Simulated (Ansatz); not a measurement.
Program: Ansatz. Geometries: PBE0-D4/def2-TZVP. ΔE: electronic, gas phase. CCSD(T)/CBS adds triple-zeta CCSD(T) − MP2 to the extrapolated MP2 energy (def2 sets, frozen cores). DFT in def2-TZVPP. B3LYP here is the variant with VWN-RPA as its local correlation; programs differ in this. Each species was taken in one conformer, which may not be the lowest.

Reaction (substitution at a C–C bond): `CCCCCCl` + `CNBCl` → `CCN(C)BCl` + `CCCCl`

`CCCCCCl`:

```xyz
17

C     1.148   -2.249    0.420
C     0.137   -1.166    0.754
C     0.208    0.020   -0.193
C    -0.803    1.104    0.140
C    -0.755    2.303   -0.778
Cl   -1.228    1.891   -2.455
H     0.993   -2.632   -0.592
H     1.077   -3.092    1.110
H     2.170   -1.862    0.472
H     0.293   -0.821    1.783
H    -0.875   -1.587    0.727
H     0.046   -0.322   -1.220
H     1.218    0.447   -0.168
H    -0.623    1.473    1.158
H    -1.816    0.688    0.134
H    -1.442    3.083   -0.455
H     0.251    2.721   -0.839
```

`CNBCl`:

Z-matrix (Å, degrees):
```
C
N 1 1.445
H 1 1.094 2 111.4
H 1 1.094 2 111.4 3 121.0
H 1 1.090 2 109.2 3 -119.5
B 2 1.381 1 126.0 3 119.4
H 2 1.009 1 115.0 3 -60.6
Cl 6 1.771 2 119.6 1 -180.0
H 6 1.192 2 121.5 1 0.0
```

`CCN(C)BCl`:

Cartesian coordinates in Å:
```
C -0.999 1.518 0.106
C -0.487 0.286 0.831
N 0.445 -0.497 0.036
C -0.181 -1.371 -0.933
B 1.824 -0.424 0.140
Cl 2.610 0.664 1.298
H -1.506 1.261 -0.826
H -1.712 2.058 0.734
H -0.172 2.192 -0.129
H 0.014 0.584 1.753
H -1.324 -0.363 1.112
H 0.583 -1.906 -1.495
H -0.826 -2.102 -0.433
H -0.796 -0.806 -1.641
H 2.526 -1.094 -0.553
```

`CCCCl`:

Z-matrix (Å, degrees):
```
C
C 1 1.517
H 1 1.091 2 111.0
H 1 1.092 2 111.0 3 120.1
H 1 1.094 2 111.1 3 -120.0
C 2 1.511 1 114.0 3 61.1
H 2 1.094 1 110.4 3 -61.9
H 2 1.097 1 109.9 3 -179.2
Cl 6 1.790 2 112.2 1 -64.7
H 6 1.089 2 111.6 1 176.4
H 6 1.091 2 111.6 1 54.3
```

```
             level  ΔE (kcal/mol)  difference from CCSD(T)/CBS
           PBE0-D4            4.1                          0.2
           ωB97X-V            4.0                          0.1
               PBE            4.4                          0.5
             B3LYP            4.9                          1.0
    MP2/def2-TZVPP            3.4                         -0.5
CCSD(T)/def2-TZVPP            3.6                         -0.3
    MP2/def2-QZVPP            3.6                         -0.3
SCS-MP2/def2-QZVPP            3.9                          0.0
      HF/CBS(def2)            6.3                          2.4
     MP2/CBS(def2)            3.7                         -0.2
       CCSD(T)/CBS            3.9                            0
```

Largest T1 diagnostic among the species: 0.011.

In def2-TZVPP, CCSD(T) changes the Hartree–Fock value by −2.7 kcal/mol (the triples alone add −0.6 kcal/mol) and MP2 by −2.9 kcal/mol. The D4 term adds −1.5 kcal/mol with B3LYP and −0.8 kcal/mol with PBE0; it sums over pairs of atoms, weighted by their polarisabilities, and B3LYP, whose exchange is more repulsive, gets the larger term.
